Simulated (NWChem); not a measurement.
CH$_{3}$FOSi, singlet; SMILES O([Si]F)C

```xyz
7

Si     0.6474    -0.8452     0.0003
F     -0.9580    -1.2128    -0.0001
O      0.5916     0.8052     0.0000
C     -0.4770     1.7220    -0.0010
H     -1.4524     1.2108     0.0025
H     -0.4065     2.3680     0.8882
H     -0.4100     2.3623    -0.8944
```
Atoms are numbered in this order, from 1.

All runs: NWChem. Geometry optimised at PBE0/def2-SVP; all other runs use it. Low-valent species are run as closed-shell singlets; no triplet was tried in these runs.

| quantity | level | value |
|---|---|---|
| vertical, lowest state with f > 0.02, singlet (eV) | PBE/def2-SVPD, TDA | (withheld) |
| solvation free energy (kcal/mol) in water | PBE0/def2-SVP, SMD | (withheld) |
| anisotropy (bohr³), static | PBE/def2-SVPD | 15.6 |
| vertical ionisation energy, ΔSCF (eV) | PBE/def2-SVP | 9.87 |
| dipole (D) | PBE0/def2-SVP | (withheld) |
| highest harmonic frequency (cm⁻¹) | PBE0/def2-SVP | 3153 |

Complete the blanks.


- vertical, lowest state with f > 0.02, singlet (eV), value: 5.25
- solvation free energy (kcal/mol) in water, value: -0.9
- dipole (D), value: 1.38
